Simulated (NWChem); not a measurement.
Basis-set convergence for H2INSn

```xyz
5

Sn    -0.9196    -0.9487     0.0000
I      0.7450     1.2997     0.0000
N      0.6249    -2.2980     0.0000
H      1.6185    -2.0435     0.0000
H      0.4971    -3.3154     0.0000
```
Charge 0, spin multiplicity 1.

All runs are NWChem calculations. The geometry was optimised at PBE/def2-SVP with def2 effective core potentials on Sn, I, a minimum by its harmonic frequencies. It is one conformer; others weren't searched.

Quantity: dipole moment at the level PBE.

Effective core potentials replace the inner electrons of Sn, I; spin-orbit coupling is left out. The structure started from a generated list of species.

Costs are rough ratios of processor time within this set of runs, SCF included, with def2-SVP as 1.

**Question.** In def2-TZVPD the value is 3.15 D. Among def2-SVP, def2-SVPD, def2-TZVP, def2-TZVPP, which is the smallest basis within 0.05 D of it?

**Answer.** def2-SVPD, with 103 functions against 170 and about 30 % of the time. def2-TZVPD isn't the basis-set limit itself, and a small set can land close by cancellation.

| basis | functions | dipole moment (D) | relative cost |
|---|---|---|---|
| def2-SVP | 76 | 3.42 | 1 |
| def2-SVPD | 103 | 3.18 | under 3 |
| def2-TZVP | 143 | 3.23 | 3 |
| def2-TZVPP | 159 | 3.21 | 5 |
| def2-TZVPD | 170 | 3.15 | 6 |
